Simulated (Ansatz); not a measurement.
Cost and result for the atomization energy of `Cc1ccc(-c2ccccc2)cc1` (25 atoms, 26 bonds).

Cartesian coordinates in Å:
```
C -3.821 -0.255 -2.134
C -2.521 -0.150 -1.398
C -2.418 -0.518 -0.060
C -1.210 -0.445 0.613
C -0.056 0.000 -0.028
C 1.230 0.080 0.686
C 2.426 -0.242 0.045
C 3.636 -0.168 0.715
C 3.675 0.229 2.044
C 2.493 0.552 2.694
C 1.284 0.478 2.022
C -0.160 0.372 -1.368
C -1.369 0.300 -2.036
H -3.884 -1.200 -2.683
H -3.932 0.551 -2.862
H -4.670 -0.217 -1.449
H -3.299 -0.874 0.463
H -1.157 -0.761 1.649
H 2.403 -0.578 -0.986
H 4.553 -0.431 0.200
H 4.621 0.287 2.569
H 2.513 0.872 3.730
H 0.369 0.757 2.531
H 0.715 0.752 -1.884
H -1.422 0.610 -3.075
```

The species carries charge 0 and has multiplicity 1. The structure was optimised at the PBE0-D4/def2-TZVP level. It is one conformer, not always the lowest. Program: Ansatz. All runs use 4 threads of an AMD EPYC 7R13 on a shared host and a share of an NVIDIA H100 80 GB. Times are those of one run each, without the atoms' runs, and a repeat can differ threefold. Electronic energies, without spin–orbit coupling; frozen cores. CCSD(T)/CBS adds CCSD(T) − MP2 in def2-TZVPP to the MP2 limit, and its time is that of the two runs behind it. T1 = 0.010; the RHF reference is unstable towards UHF. B3LYP takes the VWN-RPA correlation (the form of Gaussian; ORCA's B3LYP/G).

CCSD(T)/CBS is a level of theory with its own doubt, some kJ/mol a heavy atom from the limit and from the frozen cores, so smaller differences don't rank the functionals.

```
                            level  functions  atomization (kJ/mol)  difference from CCSD(T)/CBS  per bond
B3LYP-D4/def2-TZVPP (with forces)        571               12236.1                         75.1       2.9
                CCSD(T)/CBS(def2)          –               12161.0                          0.0       0.0
          CAM-B3LYP-D4/def2-TZVPP        571               12256.1                         95.1       3.7
               BLYP-D4/def2-TZVPP        571               12234.8                         73.8       2.8
                B97M-V/def2-TZVPP        571               12270.5                        109.5       4.2
              PBE-QIDH/def2-TZVPP        571               12293.1                        132.1       5.1
                 CCSD(T)/def2-SVP        242               11785.7                       -375.3     -14.4
                B2PLYP/def2-TZVPP        571               12121.0                        -40.0      -1.5
 ωB97M-V/def2-TZVPP (with forces)        571               12233.2                         72.2       2.8
              BHLYP-D4/def2-TZVPP        571               11869.3                       -291.7     -11.2
               ωB97X-V/def2-TZVPP        571               12197.5                         36.5       1.4
               CCSD(T)/def2-TZVPP        571               11889.1                       -271.9     -10.5
                   MP2/def2-QZVPP       1101               12405.1                        244.1       9.4
```

(1) Order the runs by time, with rough figures. (Estimate.)

## Answers

(1) Ansatz gave: BHLYP-D4/def2-TZVPP 3 s; BLYP-D4/def2-TZVPP 3.1 s; B97M-V/def2-TZVPP 3.8 s; CAM-B3LYP-D4/def2-TZVPP 4.3 s; PBE-QIDH/def2-TZVPP 4.9 s; CCSD(T)/def2-SVP 5.5 s; B3LYP-D4/def2-TZVPP (with forces) 5.5 s; B2PLYP/def2-TZVPP 7 s; ωB97X-V/def2-TZVPP 7 s; ωB97M-V/def2-TZVPP (with forces) 11 s; MP2/def2-QZVPP 12 s; CCSD(T)/def2-TZVPP 2.5 min; CCSD(T)/CBS(def2) 2.7 min.

From r2SCAN to r2SCAN0 (25 % exact exchange), in def2-TZVPP and without D4, the atomization energy moves by −175.1 kJ/mol: exact exchange takes away binding that semilocal exchange gives to molecules. At CCSD(T), def2-SVP lies −375.4 kJ/mol from the extrapolated value and def2-TZVPP −271.9 kJ/mol: correlation converges slowly with the basis, and small sets miss more of it in the bonded molecule than in its fragments. The D4 term adds +126.1 kJ/mol with B3LYP and +67.8 kJ/mol with PBE0; it sums over pairs of atoms, weighted by their polarisabilities, and B3LYP, whose exchange is more repulsive, gets the larger term.
